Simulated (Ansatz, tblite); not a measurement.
Forces on the cluster Be2S2⁺ at its PBE0-D4/def2-TZVP geometry. Total charge 1; doublet.

The xTB rows come from tblite. The structure comes from a short search, and lower isomers may exist.

GFN1-xTB (tblite), largest force 0.98 eV/Å:

```xyz
4
positions Å, forces eV/Å
Be    0.112   -1.004    0.189    0.106   -0.953    0.179
Be   -0.114    1.004   -0.190   -0.108    0.953   -0.181
S     0.819   -0.175   -1.414    0.450   -0.096   -0.776
S    -0.817    0.175    1.415   -0.448    0.096    0.777
```

GFN2-xTB (tblite), largest force 1.18 eV/Å:

```
Be 0.055 -0.499 0.093
Be -0.057 0.499 -0.095
S 0.589 -0.125 -1.014
S -0.586 0.126 1.016
```

PBE-D4/def2-TZVP (Ansatz), largest force 0.35 eV/Å:

```
Be 0.012 -0.098 0.019
Be -0.010 0.098 -0.018
S 0.175 -0.038 -0.304
S -0.177 0.037 0.304
```
